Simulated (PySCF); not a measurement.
## How methods differ on the excitation energy of Ge

Ge [Ar] 3d10 4s2 4p2 (3P) → Ge [Ar] 3d10 4s1 4p3, s spin flipped, as a difference of total energies. Computed with PySCF 2.14 in x2c-QZVPPall with one added diffuse shell each of s, p, d, f type (12s9p6d5f1g, 113 functions), with the spin-free X2C one-electron Hamiltonian (Gaussian nucleus). Correlated levels: valence: [Ar] 3d10 frozen; valence and next inner shell: [Ne] frozen. The calculations carry no spin-orbit coupling.

| method | excitation energy (cm⁻¹) |
| --- | --- |
| UHF | 79218 |
| LDA | 64305 |
| PBE | 64030 |
| PBE0 | 67999 |
| r2SCAN | 67456 |
| BHandHLYP | 72435 |
| M06-2X | 67203 |
| MN15 | 65362 |
| MP2 (valence) | 70121 |
| SCS-MP2 (valence) | 69575 |
| MP2 (valence and next inner shell) | 69840 |
| SCS-MP2 (valence and next inner shell) | 69188 |

The upper determinant mixes two multiplicities, so it lies between the two terms.

The upper state lies above the first ionisation limit, where it may autoionise and the basis confines it.
